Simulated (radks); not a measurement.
All-electron atom: C II in [He] 2p3 (not the ground configuration). Method: scalar-relativistic Kohn-Sham, LDA (Slater exchange, Perdew-Wang correlation), spin-polarised, spherical densities, finite nucleus; open shells are filled with parallel spins first; Fermi nuclear charge, rms radius 2.4702 fm; computed with a radial shooting solver on a logarithmic mesh with Libxc functionals. Some entries of the table are withheld. Estimate them.

orbital  occ.  eigenvalue (eV)  <r> (bohr)  r(max) (bohr)
1s up       1        -285.5640      0.2730         0.1750
1s down     1        -283.8711      0.2710         0.1746
2p up       3         -18.6871         (1)          1.092
2p down     0         -12.0303         (2)          1.158

Answer. 
(1) 2p up <r> (bohr): 1.472
(2) 2p down <r> (bohr): 1.715
